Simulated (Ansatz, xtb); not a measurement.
Molecule: CH$_{3}$OS, charge -1, multiplicity 1. 
Coordinates optimised at B3LYP-D3(BJ)/def2-TZVP (Ansatz, a first-principles code):
```
C
H 1 1.0973
H 1 1.0984 2 109.22
H 1 1.0984 2 109.22 3 -117.87
S 1 1.8292 2 108.98 4 -121.07
O 5 1.5798 1 104.31 2 180.00
```
Charge -1, spin multiplicity 1.

Harmonic wavenumbers from GFN2-xTB (xtb, at its own minimum), cm⁻¹: 134, 281, 618, 855, 863, 950, 1265, 1468, 1490, 2954, 2970, 3006.

### Question
Give the harmonic wavenumbers at B3LYP-D3(BJ)/def2-TZVP (Ansatz, finite differences of forces, unscaled).

### Answer
232, 293, 619, 863, 916, 940, 1280, 1420, 1480, 2934, 2968, 3025 cm⁻¹. Zero-point energy 24.3 kcal/mol.

### Question
From these and the geometry, give the ideal-gas thermochemistry at 298.15 K and 1 atm (rigid rotor, harmonic oscillator).

### Answer
Point group Cs, rotational symmetry number 1. Rotational constants 24.83, 8.171, 6.396 GHz. S(trans) 38.35, S(rot) 23.03, S(vib) 4.21, S(elec, spin only) 0.00, S 65.6 cal/(mol K). H(298) - H(0) 3.17 kcal/mol; G - E(el) 7.9 kcal/mol.
